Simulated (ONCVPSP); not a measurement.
Building the ONCV potential for S (LDA (Perdew-Wang 92), scalar-relativistic).

ONCVPSP 4.0.1 input, shortened (lines: element, Z, core and valence counts, functional; n l f; lmax; l rc ep ncon nbas qcut; lloc lpopt rc5 dvloc0; l nproj debl; icmod fcfact rcfact), LDA (Perdew-Wang 92), scalar-relativistic:

```
  S 16.00    3    2  -001012      upf
    1    0    2.00
    2    0    2.00
    2    1    6.00
    3    0    2.00
    3    1    3.00
    2
    0    1.00    0.00    3    6    6.50
    1    1.10    0.00    5    9    8.10
    2    0.90    0.02    3    6   12.30
    4    5    0.70    0.00
    0    1    0.30
    1    2    2.10
    2    2    2.30
    0    0.00    0.00
```

All-electron outer shells of the reference configuration (LDA (PZ), scalar-relativistic, ld1.x):

```json
{"shell": "2s", "level (eV)": "-222.51", "outermost node (bohr)": "0.13", "outermost maximum (bohr)": "0.39"}
{"shell": "2p", "level (eV)": "-168.26", "outermost node (bohr)": "–", "outermost maximum (bohr)": "0.33"}
{"shell": "3s", "level (eV)": "-27.63", "outermost node (bohr)": "0.60", "outermost maximum (bohr)": "1.39"}
{"shell": "3p", "level (eV)": "-16.88", "outermost node (bohr)": "0.58", "outermost maximum (bohr)": "1.55"}
```

Problem. Estimate the cutoffs (Ha) at which the residual kinetic energy of the hardest occupied pseudo-wave falls to 1 and 0.1 mHa per electron.

Solution. 180 Ha and 216 Ha.

Problem. Does the potential have ghost states?

Solution. Ghosts flagged at negative energy: s at -57.2 eV, p at -136.4 eV; no localised positive-energy state flagged. A true bound ghost makes a file unfit for plane-wave use.

Problem. Which valence shell sets the plane-wave cutoff?

Solution. 3p: 180 Ha for 1 mHa per electron, against 95 Ha for 3s.

Problem. Tests: 3s2 3p4; 3s2 3p2; 3s2 3p1; 3s2 3p0. Which has the largest error in its energy relative to the reference configuration, and how large is it?

Solution. 3s2 3p0, with +145 meV (all-electron minus pseudo) on +103.50 eV.
